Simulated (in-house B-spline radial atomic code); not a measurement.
How numerical settings move a run on La³⁺, [Kr] 4d10 5s2 5p6. Computed with an all-electron radial atomic-structure program (B-spline basis): scalar-relativistic (X2C) BLYP, spin-polarised, spherical fractional occupations, Fermi nucleus of rms radius 4.855 fm.

Command:
```bash
python run_scf.py task.json out
```
Settings of the sound reference run:
```
Z                57
electrons        54
configuration    [Kr] 4d10 5s2 5p6
hamiltonian      x2c
method           b88,lyp
spin_polarised   True
nucleus          fermi
rms_radius       4.855
mass_number      139
atomic_mass      138.9064
speed_of_light   137.036
knot_spacing     0.22
spline_order     8
gauss_points     12
box_radius       16.22
max_iterations   70
damping          0.5
damped_steps     3
diis_vectors     10
tolerance        1e-08
start            Thomas-Fermi
```

Time taken, with all properties: 0.42 s on 1 thread of AMD EPYC 7R43 64-Core Processor, with other jobs on the host.

It converges in 9 iterations to -8491.547061 hartree, with 5p up at -44.5163 eV. The other runs change the listed settings, some to values that make no sense; their results aren't properties of the atom or ion. Radii are in bohr (the nuclear one in fm), a minus after a letter asks for a j subshell, and «unchanged» means within 1e-8 hartree. The run stops when the residual is below 10 × tolerance × max(1, Z/10), or a noise floor if that is larger, and the energy moves by less than 1e-8 × √|E| hartree; so very loose and very tight tolerances often act alike.

| changed settings | outcome |
| --- | --- |
| gauss_points = 6, max_iterations = 50, damped_steps = 8, start = bare nucleus | converged in 14 iterations, energy -1.97e-07 hartree from the reference, 5p up level -9.6e-06 eV |
| knot_spacing = 0.3 | converged in 9 iterations, energy +4.76e-05 hartree from the reference, 5p up level -1.1e-05 eV |
| electrons = 55, configuration = [Kr] 4d10 5s2 5p7, max_iterations = 75 | stopped with error: shell 5p holds at most 3 electrons (per spin) |
| tolerance = 1e-06 | converged in 8 iterations, energy unchanged, 5p up level +2.8e-04 eV |
| knot_spacing = 0.55, spline_order = 6, first_knot = 1.75e-06, max_iterations = 75, damped_steps = 0 | converged in 8 iterations, energy +9.51e-01 hartree from the reference, 5p up level +3.5e-02 eV |
| knot_spacing = 0.75 | converged in 9 iterations, energy +5.83e+00 hartree from the reference, 5p up level +9.3e-02 eV (the program warns: 5p up reaches the box edge; 4s up reaches the box edge) |
| knot_spacing = 0.55 | converged in 9 iterations, energy +5.85e-01 hartree from the reference, 5p up level +1.5e-02 eV |
| max_iterations = 2, damping = 0, diis_vectors = 2 | not converged after 2 iterations, last residual 4.2e-01, last energy +4.55e+00 hartree from the reference |
| knot_spacing = 1.4 | converged in 9 iterations, energy +2.23e+02 hartree from the reference, 5p up level -1.9e+00 eV (the program warns: 5p up reaches the box edge; 1s up reaches the box edge) |
| damped_steps = 1 | converged in 8 iterations, energy unchanged, 5p up level -3.0e-06 eV |
| knot_spacing = 2 | converged in 9 iterations, energy +4.79e+02 hartree from the reference, 5p up level -1.6e+00 eV (the program warns: 5p up reaches the box edge; 1s up reaches the box edge) |
| knot_spacing = 0.4 | converged in 9 iterations, energy +3.86e-03 hartree from the reference, 5p up level -2.4e-04 eV |
| damped_steps = 30 | converged in 17 iterations, energy unchanged |
| damped_steps = 8 | converged in 12 iterations, energy unchanged, 5p up level +5.7e-06 eV |
| damped_steps = 0 | converged in 8 iterations, energy unchanged, 5p up level +4.4e-07 eV |

Problem. What happens with spline_order = 7, box_radius = 64.88, max_iterations = 60, start = bare nucleus?

Solution. Converged in 10 iterations, energy -7.04e-06 hartree from the reference, 5p up level -1.8e-05 eV.

Problem. What happens with electrons = 55, configuration = [Kr] 4d10 5s2 5p6 2f1, max_iterations = 50?

Solution. Stopped with error: there is no 2f shell.

Problem. What happens with knot_spacing = 1?

Solution. Converged in 9 iterations, energy +1.40e+02 hartree from the reference, 5p up level -7.0e-01 eV (the program warns: 5p up reaches the box edge; 2s up reaches the box edge).

Problem. What happens with knot_spacing = 0.15?

Solution. Converged in 9 iterations, energy -1.36e-05 hartree from the reference, 5p up level -2.8e-06 eV.
